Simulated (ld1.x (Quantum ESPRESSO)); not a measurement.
## u(r) = r·R(r): atom against pseudo-atom (vanadium)

Columns: radius, all-electron u(r) and pseudo u(r) of the 3s shell (level -77.83 eV) of vanadium in the configuration [Ne] 3s2 3p6 3d3 4s1 4p0; PBE, scalar-relativistic, PAW scheme, ld1.x (Quantum ESPRESSO) 7.5.

```json
{"r (bohr)": "0.108", "all-electron": "-0.1797", "pseudo": "0.2468"}
{"r (bohr)": "0.215", "all-electron": "-0.6016", "pseudo": "0.4777"}
{"r (bohr)": "0.322", "all-electron": "-0.2843", "pseudo": "0.6826"}
{"r (bohr)": "0.430", "all-electron": "0.2550", "pseudo": "0.8526"}
{"r (bohr)": "0.538", "all-electron": "0.7112", "pseudo": "0.9784"}
{"r (bohr)": "0.645", "all-electron": "0.9971", "pseudo": "1.0557"}
{"r (bohr)": "0.752", "all-electron": "1.1269", "pseudo": "1.0860"}
{"r (bohr)": "0.860", "all-electron": "1.1405", "pseudo": "1.0722"}
{"r (bohr)": "0.968", "all-electron": "1.0792", "pseudo": "1.0206"}
{"r (bohr)": "1.075", "all-electron": "0.9782", "pseudo": "0.9408"}
{"r (bohr)": "1.182", "all-electron": "0.8604", "pseudo": "0.8422"}
{"r (bohr)": "1.290", "all-electron": "0.7395", "pseudo": "0.7335"}
{"r (bohr)": "1.398", "all-electron": "0.6252", "pseudo": "0.6245"}
{"r (bohr)": "1.505", "all-electron": "0.5229", "pseudo": "0.5233"}
{"r (bohr)": "1.612", "all-electron": "0.4331", "pseudo": "0.4332"}
{"r (bohr)": "1.720", "all-electron": "0.3554", "pseudo": "0.3554"}
{"r (bohr)": "1.828", "all-electron": "0.2897", "pseudo": "0.2897"}
{"r (bohr)": "1.935", "all-electron": "0.2355", "pseudo": "0.2355"}
{"r (bohr)": "2.042", "all-electron": "0.1906", "pseudo": "0.1906"}
{"r (bohr)": "2.150", "all-electron": "0.1534", "pseudo": "0.1534"}
{"r (bohr)": "2.258", "all-electron": "0.1231", "pseudo": "0.1231"}
{"r (bohr)": "2.365", "all-electron": "0.0988", "pseudo": "0.0988"}
{"r (bohr)": "2.472", "all-electron": "0.0790", "pseudo": "0.0790"}
{"r (bohr)": "2.580", "all-electron": "0.0630", "pseudo": "0.0630"}
{"r (bohr)": "2.688", "all-electron": "0.0501", "pseudo": "0.0501"}
{"r (bohr)": "2.795", "all-electron": "0.0399", "pseudo": "0.0399"}
```

(1) How many radial nodes do the two functions have?

(2) At about which radius was the pseudo-wave matched?

(3) Is the pseudo-wave norm-conserving?

## Answers

(1) The all-electron 3s function has n − l − 1 = 2 (the table is too coarse to show those close to the nucleus); the pseudo-wave has 0, since the states of the same l below it are removed with the core.

(2) 1.70 bohr. The columns agree to 0.0005 from 1.50 bohr on; several derivatives are matched, so the curves merge somewhat inside the radius.

(3) No, it belongs to a PAW set: the norm inside the radius is not constrained, and the difference is carried by the augmentation charge.
